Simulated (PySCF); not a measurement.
## Two-component Hartree-Fock for Ar (argon, neutral)

Start: [Ar]. Calculated with PySCF 2.14 in x2c-TZVPall-2c with one added diffuse shell each of s, p type (6s7p2d1f, 44 functions): generalised Hartree-Fock with the X2C-1e Hamiltonian and a Gaussian nucleus; one run each with spin-orbit coupling (SO) switched off, then screened by Boettger's factors.

| spinor shell | electrons | ε, spin-free (eV) | ε, screened SO (eV) | weight of nominal j (screened SO) | rms radius, screened SO (bohr) |
| --- | --- | --- | --- | --- | --- |
| 1s1/2 | 2 | -3240.5 | -3240.5 | 1.000 | 0.0991 |
| 2s1/2 | 2 | -337.68 | -337.68 | 1.000 | 0.446 |
| 2p1/2 | 2 | -260.55 | -262.12 | 1.000 | 0.415 |
| 2p3/2 | 4 | -260.55 | -259.77 | 1.000 | 0.418 |
| 3s1/2 | 2 | -35.024 | -35.023 | 1.000 | 1.53 |
| 3p1/2 | 2 | -16.079 | -16.220 | 1.000 | 1.81 |
| 3p3/2 | 4 | -16.079 | -16.009 | 1.000 | 1.82 |

```
   quantity   spin-free  screened SO
E (hartree)  -528.61475   -528.61629
        M_J           0            0
       ⟨J²⟩       0.000        0.000
       ⟨L²⟩       0.000        0.000
       ⟨S²⟩       0.000        0.000
```

Without spin-orbit coupling the j labels of p, d and f shells carry no meaning; the spin-free column gives the mean over the occupied spinors of each nl shell.
